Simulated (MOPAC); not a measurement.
Input file for MOPAC: PM7 on CH5OSb (SMILES C[O][SbH2]), a point of a bond scan (R = 1.206 Å).

```
PM7 1SCF PRECISE CHARGE=0 THREADS=1
CH5OSb

Sb    -0.39157453 1     0.27290890 1     0.37968144 1
H     -1.52742713 1    -0.68889881 1    -0.50198031 1
H     -0.42292795 1     1.44227964 1    -0.89474065 1
O      1.21630374 1    -0.67902950 1    -0.26409632 1
C      1.33907823 1    -0.99600193 1    -1.63877811 1
H      1.33583723 1    -0.00609209 1    -2.32808074 1
H      2.29029061 1    -1.51456926 1    -1.77765726 1
H      0.52933451 1    -1.65283392 1    -1.97851940 1
```

The log:

```
*******************************************************************************
 **                                                                           **
 **                              MOPAC v23.2.5                                **
 **                                                                           **
 *******************************************************************************
 ** MOPAC's Digital Object Identifier: https://doi.org/10.5281/zenodo.6511958 **
 **                                                                           **
 ** Please cite the open-source release paper for use of this MOPAC version:  **
 ** J. E. Moussa and J. J. P. Stewart (2026)                                  **
 ** MOPAC: An open-source semiempirical molecular orbital program             **
 ** J. Open Source Softw., 11(119), 8025, https://doi.org/10.21105/joss.08025 **
 *******************************************************************************

                              PM7 CALCULATION RESULTS

 *******************************************************************************
 *  PM7        - The PM7 Hamiltonian to be used
 *
 *
 *
 *                 CHARGE ON SYSTEM = 0
 *
 *
 *
 *  PRECISE    - TIGHTER CRITERIA TO BE USED
 *  1SCF       - DO 1 SCF AND THEN STOP
 *  THREADS=1  - MULTI-THREADING NOT USED
 *  T=         - A TIME OF 172800.0 SECONDS REQUESTED
 *  DUMP=N     - RESTART FILE WRITTEN EVERY 7200.0 SECONDS REQUESTED
 *******************************************************************************
PM7 1SCF PRECISE CHARGE=0 THREADS=1
 CH5OSb

   ATOM   CHEMICAL          X               Y               Z
  NUMBER   SYMBOL      (ANGSTROMS)     (ANGSTROMS)     (ANGSTROMS)

     1      Sb         -0.39157453  *   0.27290890  *   0.37968144  *
     2       H         -1.52742713  *  -0.68889881  *  -0.50198031  *
     3       H         -0.42292795  *   1.44227964  *  -0.89474065  *
     4       O          1.21630374  *  -0.67902950  *  -0.26409632  *
     5       C          1.33907823  *  -0.99600193  *  -1.63877811  *
     6       H          1.33583723  *  -0.00609209  *  -2.32808074  *
     7       H          2.29029061  *  -1.51456926  *  -1.77765726  *
     8       H          0.52933451  *  -1.65283392  *  -1.97851940  *



          CARTESIAN COORDINATES

    NO.       ATOM           X           Y           Z

     1        Sb         -0.3916      0.2729      0.3797
     2         H         -1.5274     -0.6889     -0.5020
     3         H         -0.4229      1.4423     -0.8947
     4         O          1.2163     -0.6790     -0.2641
     5         C          1.3391     -0.9960     -1.6388
     6         H          1.3358     -0.0061     -2.3281
     7         H          2.2903     -1.5146     -1.7777
     8         H          0.5293     -1.6528     -1.9785

 General Reference for PM7:
 "Optimization of Parameters for Semiempirical Methods VI: More Modifications to the
 NDDO Approximations and Re-optimization of Parameters", J. J. P. Stewart, J. Mol. Mod., 1:32, 19 (2013)
 https://link.springer.com/article/10.1007/s00894-012-1667-x

           Empirical Formula: C H5 O Sb  =     8 atoms



      MOLECULAR POINT GROUP   :   Cs


      RHF CALCULATION, NO. OF DOUBLY OCCUPIED LEVELS = 10


 -------------------------------------------------------------------------------
 PM7 1SCF PRECISE CHARGE=0 THREADS=1
 CH5OSb



     1SCF WAS SPECIFIED, SO BFGS WAS NOT USED
     SCF FIELD WAS ACHIEVED


                              PM7 CALCULATION
                                                       MOPAC v23.2.5 Linux




          FINAL HEAT OF FORMATION =          4.54422 KCAL/MOL =      19.01302 KJ/MOL


          COSMO AREA              =        113.81 SQUARE ANGSTROMS
          COSMO VOLUME            =        103.26 CUBIC ANGSTROMS

          IONIZATION POTENTIAL    =         10.090237 EV
          HOMO LUMO ENERGIES (EV) =        -10.090  0.052
          NO. OF FILLED LEVELS    =         10
          MOLECULAR WEIGHT        =        154.7999         POINT GROUP:  Cs

          MOLECULAR DIMENSIONS (Angstroms)

            Atom       Atom       Distance
            H     7    H     2     4.10902
            H     8    H     3     2.87470
            O     4    H     6     2.06292


          SCF CALCULATIONS        =          1





   ATOM   CHEMICAL          X               Y               Z
  NUMBER   SYMBOL      (ANGSTROMS)     (ANGSTROMS)     (ANGSTROMS)

     1      Sb         -0.39157453  *   0.27290890  *   0.37968144  *
     2       H         -1.52742713  *  -0.68889881  *  -0.50198031  *
     3       H         -0.42292795  *   1.44227964  *  -0.89474065  *
     4       O          1.21630374  *  -0.67902950  *  -0.26409632  *
     5       C          1.33907823  *  -0.99600193  *  -1.63877811  *
     6       H          1.33583723  *  -0.00609209  *  -2.32808074  *
     7       H          2.29029061  *  -1.51456926  *  -1.77765726  *
     8       H          0.52933451  *  -1.65283392  *  -1.97851940  *

                             CARTESIAN COORDINATES

   1   Sb       -0.391574530     0.272908900     0.379681440
   2    H       -1.527427130    -0.688898810    -0.501980310
   3    H       -0.422927950     1.442279640    -0.894740650
   4    O        1.216303740    -0.679029500    -0.264096320
   5    C        1.339078230    -0.996001930    -1.638778110
   6    H        1.335837230    -0.006092090    -2.328080740
   7    H        2.290290610    -1.514569260    -1.777657260
   8    H        0.529334510    -1.652833920    -1.978519400


           Empirical Formula: C H5 O Sb  =     8 atoms



      MOLECULAR POINT GROUP   :   Cs


                  EIGENVALUES
 -33.73829 -27.32726 -23.32143 -15.70845 -15.35385 -15.05291 -12.71447 -11.15444
 -10.72723 -10.09024   0.05237   2.00001   2.94450   4.00622   4.85054   5.58426
   6.16052  19.69341  20.58897  20.78512  21.02811  22.14838


              NET ATOMIC CHARGES AND DIPOLE CONTRIBUTIONS

  ATOM NO.   TYPE          CHARGE      No. of ELECS.   s-Pop       p-Pop       d-Pop
    1         Sb           0.511506        4.4885     1.91617     2.37514     0.19718
    2          H          -0.070741        1.0707     1.07074
    3          H          -0.071327        1.0713     1.07133
    4          O          -0.641960        6.6420     1.79234     4.84962
    5          C          -0.100091        4.1001     1.07377     3.02632
    6          H           0.120891        0.8791     0.87911
    7          H           0.139162        0.8608     0.86084
    8          H           0.112561        0.8874     0.88744
 DIPOLE           X         Y         Z       TOTAL
 POINT-CHG.    -2.100     1.074    -0.598     2.433
 HYBRID         0.303    -0.199    -0.016     0.363
 SUM           -1.797     0.874    -0.614     2.090


          ATOMIC ORBITAL ELECTRON POPULATIONS

     Atom    s        px        py        pz      x^2-y^2     xz        z^2       yz        xy
    1 Sb   1.91617   0.56855   0.73050   1.07609   0.03803   0.03988   0.02072   0.05021   0.04834
    2  H   1.07074
    3  H   1.07133
    4  O   1.79234   1.68316   1.83178   1.33468
    5  C   1.07377   1.13386   1.09684   0.79562
    6  H   0.87911
    7  H   0.86084
    8  H   0.88744

 **********************
 *                    *
 * JOB ENDED NORMALLY *
 *                    *
 **********************




 == MOPAC DONE ==
```

The run finished.

Cost: around 0.020 core-seconds (rough).
